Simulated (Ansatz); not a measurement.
`[SiH3][SeH]` + `[SiH3]Br` → `[SeH][SiH2]Br` + SiH₄ at 500 K and 1 bar (formal exchange of groups at the Se–Si bond).

Program: Ansatz. Geometries: PBE0-D4/def2-TZVP. ΔE: electronic, gas phase. CBS: MP2 limit from def2 TZ/QZ plus the TZ coupled-cluster correction, frozen cores. This one scheme is used for every species. For Br, Se outer-core shells are correlated without core-valence functions, which leaves a few kJ/mol of doubt a bond. Scalar relativity is left out up to krypton. Each species was taken in one conformer, which may not be the lowest.

| species | CCSD(T)/CBS energy (Eh) | H − E (kJ/mol) | S (J/(mol·K)) |
| --- | --- | --- | --- |
| `[SiH3][SeH]` | -2692.20088 | 115.2 | 325.5 |
| `[SiH3]Br` | -2864.23411 | 91.6 | 294.2 |
| `[SeH][SiH2]Br` | -5264.97418 | 104.1 | 375.4 |
| SiH₄ | -291.46306 | 102.4 | 230.9 |

H − E and S are ideal-gas, rigid-rotor, harmonic terms from PBE0-D4/def2-TZVP, for one conformer and one mirror image of each species. 1 Eh = 2625.50 kJ/mol, R = 8.31446 J/(mol·K).

By hand: ΔE, ΔH, ΔS and ΔG.

ΔE = (-5264.97418) + (-291.46306) − (-2692.20088) − (-2864.23411) = -0.00225 Eh = -5.9 kJ/mol. Δ(H − E) = 104.1 + 102.4 − 115.2 − 91.6 = -0.3, so ΔH = -6.2 kJ/mol. ΔS = 375.4 + 230.9 − 325.5 − 294.2 = -13.4 J/(mol·K). ΔG = -6.2 − 500 × (-13.4)/1000 = 0.5 kJ/mol.

By hand: the equilibrium constant, and the temperature at which ΔG would vanish if ΔH and ΔS stayed fixed.

log₁₀ K = −ΔG/(RT ln 10) = -0.1. ΔG = 0 at ΔH/ΔS = 463 K, though so small a ΔH makes that figure unsure.

TΔS isn't small against ΔH here. The sign of ΔG lies within the doubt. A doubt of 5 kJ/mol in ΔE shifts log₁₀ K by 0.5 here. Other conformers and mirror images would add mixing entropy, several J/(mol·K) or more a flexible species. These are equilibria of isolated gas molecules and say nothing of rates. Largest T1 diagnostic: 0.011 (customary marks: 0.02 for closed shells, 0.045 for open ones).
